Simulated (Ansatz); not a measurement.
Geometry optimisation, RHF/def2-SVP (Ansatz).

input.yaml

```yaml
crystal:
  periodic: [false, false, false]
  atoms:
    - { symbol: Ge, position_ang: [0.065011, -0.303193, 0.123918] }
    - { symbol: H, position_ang: [0.091889, 0.023146, 1.6224] }
    - { symbol: O, position_ang: [1.664021, -0.412478, -0.513168] }
    - { symbol: H, position_ang: [1.77396, -0.921667, -1.303773] }
    - { symbol: F, position_ang: [-0.841581, 0.917691, -0.669176] }
    - { symbol: O, position_ang: [-0.744405, -1.79599, -0.25995] }
    - { symbol: H, position_ang: [-1.687415, -1.796534, -0.315465] }
    - { symbol: Cl, position_ang: [1.386564, 2.562101, 1.465967] }
    - { symbol: H, position_ang: [0.896556, 1.601524, 2.224947] }
basis:
  gaussian: { orbitals: def2-SVP }
hamiltonian:
  xc: hf
relax:
  f_tol: 0.03
  max_steps: 50
```

Command:

```bash
$ ansatz run input.yaml --threads 2 --pin off --max-ram 3072MiB --backend cpu --events-out ev --progress --plain --runs-dir out
```

Q: Where does it end, and by what steps?

A: It converged. The force dipped under the threshold on the way, but the program's further checks kept it going. After 40 steps the energy has fallen by 0.436 eV; H9 moved furthest, 1.37 Å.

| step | energy less start (eV) | largest force component (eV/Å) | accepted |
| --- | --- | --- | --- |
| 0 | 0.0000 | 1.397 | yes |
| 2 | -0.1912 | 0.326 | yes |
| 4 | -0.2384 | 0.158 | yes |
| 6 | -0.2386 | 0.969 | no |
| 8 | -0.2575 | 0.348 | yes |
| 10 | -0.2721 | 0.068 | yes |
| 12 | -0.2761 | 0.035 | yes |
| 14 | -0.2819 | 0.154 | yes |
| 16 | -0.2857 | 0.798 | no |
| 18 | -0.2996 | 0.222 | yes |
| 20 | -0.3265 | 0.123 | yes |
| 22 | -0.3508 | 0.177 | yes |
| 24 | -0.3660 | 0.063 | yes |
| 26 | -0.3928 | 0.346 | yes |
| 28 | -0.4148 | 0.237 | yes |
| 30 | -0.4275 | 0.034 | yes |
| 32 | -0.4299 | 0.200 | yes |
| 34 | -0.4329 | 0.036 | yes |
| 36 | -0.4342 | 0.135 | yes |
| 38 | -0.4355 | 0.029 | yes |
| 40 | -0.4361 | 0.029 | yes |

```xyz
9
Properties=species:S:1:pos:R:3
Ge -0.485 -0.366 0.142
H -1.066 -0.072 1.501
O 1.129 0.286 0.047
H 1.682 -0.021 -0.658
F -1.449 0.387 -1.065
O -0.416 -2.040 -0.314
H -1.078 -2.366 -0.907
Cl 2.327 2.440 2.275
H 1.960 1.627 1.356
```

Whether the end is a true minimum wasn't checked by a vibrational analysis.

Time of the run: 66 s on 2 threads of Arm Neoverse V2, on a shared host, peak memory 0.26 GiB.
